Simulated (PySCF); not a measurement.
## Correlation energy of Lu+ (lutetium, charge +1)

[Xe] 4f14 6s2, closed-shell 1S. All numbers are calculated (PySCF 2.14, scalar relativity by spin-free X2C-1e, in ANO-RCC-VTZP (8s7p5d3f2g1h, 104 functions)). Frozen: [Kr] 4d10; 24 electrons correlated.

| level | correlation energy (mhartree) |
| --- | --- |
| CCSD | -1152.8 |
| (T) | -39.66 |
| CCSD(T) | -1192.5 |

Diagnostics: T1 = 0.014, D1 = 0.0443, largest double amplitude 0.070.

Cost of the coupled-cluster step: roughly 12 core-seconds, for 24 correlated electrons.

Iterations:

```
CC2 = 0
CCSD nocc = 12, nmo = 81
frozen orbitals [0, 1, 2, 3, 4, 5, 6, 7, 8, 9, 10, 11, 12, 13, 14, 15, 16, 17, 18, 19, 20, 21, 22]
max_cycle = 100
direct = 0
conv_tol = 1e-08
conv_tol_normt = 1e-06
diis_space = 8
diis_start_cycle = 0
Init t2, MP2 energy = -14559.0132241227  E_corr(MP2) -1.35732503564836
Init E_corr(CCSD) = -1.35732503565714
cycle = 1  E_corr(CCSD) = -1.070733100423  dE = 0.286591935  norm(t1,t2) = 0.101756
cycle = 2  E_corr(CCSD) = -1.18298095743564  dE = -0.112247857  norm(t1,t2) = 0.0547912
cycle = 3  E_corr(CCSD) = -1.15455749930761  dE = 0.0284234581  norm(t1,t2) = 0.0354838
cycle = 4  E_corr(CCSD) = -1.15054900549772  dE = 0.00400849381  norm(t1,t2) = 0.00482626
cycle = 5  E_corr(CCSD) = -1.15297421351764  dE = -0.00242520802  norm(t1,t2) = 0.00172673
cycle = 6  E_corr(CCSD) = -1.15297412937519  dE = 8.41424526e-08  norm(t1,t2) = 0.000594425
cycle = 7  E_corr(CCSD) = -1.15284265730049  dE = 0.000131472075  norm(t1,t2) = 0.000137903
cycle = 8  E_corr(CCSD) = -1.15283695124405  dE = 5.70605644e-06  norm(t1,t2) = 3.70054e-05
cycle = 9  E_corr(CCSD) = -1.15284657586986  dE = -9.62462581e-06  norm(t1,t2) = 9.93417e-06
cycle = 10  E_corr(CCSD) = -1.15284788246298  dE = -1.30659312e-06  norm(t1,t2) = 2.84817e-06
cycle = 11  E_corr(CCSD) = -1.15284748344539  dE = 3.99017583e-07  norm(t1,t2) = 7.69445e-07
cycle = 12  E_corr(CCSD) = -1.15284743837695  dE = 4.50684403e-08  norm(t1,t2) = 3.05263e-07
cycle = 13  E_corr(CCSD) = -1.15284746832238  dE = -2.99454239e-08  norm(t1,t2) = 1.16851e-07
cycle = 14  E_corr(CCSD) = -1.15284746366788  dE = 4.65449701e-09  norm(t1,t2) = 1.84501e-08
CCSD converged
E(CCSD) = -14558.80874655075  E_corr = -1.15284746366788
CCSD(T) correction = -0.0396618620917735
```
